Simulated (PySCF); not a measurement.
Isomers of C5H4Cl2O2, one GFN2-xTB conformer each. Single-point energies are computed at PBE0/pcSseg-1 (PySCF, gas phase, no added dispersion term), electronic only.

```tsv
SMILES	GFN2-xTB relative energy (kcal/mol)
C=C(CC(=O)Cl)C(=O)Cl	7.1
C#CC(=O)OCC(Cl)Cl	35.6
O=C(Cl)[C@@H]1C[C@H]1C(=O)Cl	0.0
COC(=O)C#CC(Cl)Cl	31.7
```

Conformers: `[CH2:1]=[C:2]([CH2:3][C:4](=[O:5])[Cl:6])[C:7](=[O:8])[Cl:9]` with C1–C2–C3–C4 -108°, C2–C3–C4–O5 19°, C1–C2–C7–O8 -5°; `[CH:1]#[C:2][C:3](=[O:4])[O:5][CH2:6][CH:7]([Cl:8])[Cl:9]` with C2–C3–O5–C6 -179°, C3–O5–C6–C7 -72°, O5–C6–C7–Cl8 -57°; `[O:1]=[C:2]([Cl:3])[C@@H:4]1[CH2:5][C@H:6]1[C:7](=[O:8])[Cl:9]` with O1–C2–C4–C5 34°, C5–C6–C7–O8 -147°; `[CH3:1][O:2][C:3](=[O:4])[C:5]#[C:6][CH:7]([Cl:8])[Cl:9]` with C1–O2–C3–O4 0°.

What does PBE0/pcSseg-1 give for the same structures?

| SMILES | PBE0/pcSseg-1 E (Eh) | PBE0/pcSseg-1 (kcal/mol) | GFN2-xTB (kcal/mol) | point group |
| --- | --- | --- | --- | --- |
| O=C(Cl)[C@@H]1C[C@H]1C(=O)Cl | -1263.01698 | 0.0 | 0.0 | C1 |
| C=C(CC(=O)Cl)C(=O)Cl | -1263.01256 | 2.8 | 7.1 | C1 |
| C#CC(=O)OCC(Cl)Cl | -1262.94664 | 44.1 | 35.6 | C1 |
| COC(=O)C#CC(Cl)Cl | -1262.94372 | 46.0 | 31.7 | Cs |

Both levels put the same isomer lowest; measured from each level's own lowest isomer, the values differ by up to 14.3 kcal/mol (COC(=O)C#CC(Cl)Cl: 31.7 against 46.0). As drawn, the lowest has a three-membered ring, which the highest lacks; the highest has a C≡C bond and a C(=O)–O unit, which the lowest lacks. Neighbours under 2.5 kcal/mol apart (C#CC(=O)OCC(Cl)Cl and COC(=O)C#CC(Cl)Cl) can change places with a better method, another conformer or zero-point energy.

Which frontier levels, dipoles and rotational constants go with these structures?

```csv
SMILES,"HOMO (eV, PBE0/pcSseg-1)",LUMO (eV),dipole (D),"A, B, C (MHz)"
O=C(Cl)[C@@H]1C[C@H]1C(=O)Cl,-8.91,-2.05,2.26,"2218, 592.1, 542.7"
C=C(CC(=O)Cl)C(=O)Cl,-8.80,-2.59,4.19,"1932, 804.5, 648.3"
C#CC(=O)OCC(Cl)Cl,-8.66,-1.80,2.29,"2420, 604.5, 527.9"
COC(=O)C#CC(Cl)Cl,-8.54,-2.00,1.32,"2215, 445.3, 417.3"
```

As an exercise, what shares would exp(−E/RT) give at 298.15 K from these electronic energies alone (no entropy, no degeneracies)?

RT = 0.592 kcal/mol: O=C(Cl)[C@@H]1C[C@H]1C(=O)Cl 99.1 %, C=C(CC(=O)Cl)C(=O)Cl 0.9 %, C#CC(=O)OCC(Cl)Cl under 0.1 %, COC(=O)C#CC(Cl)Cl under 0.1 %.
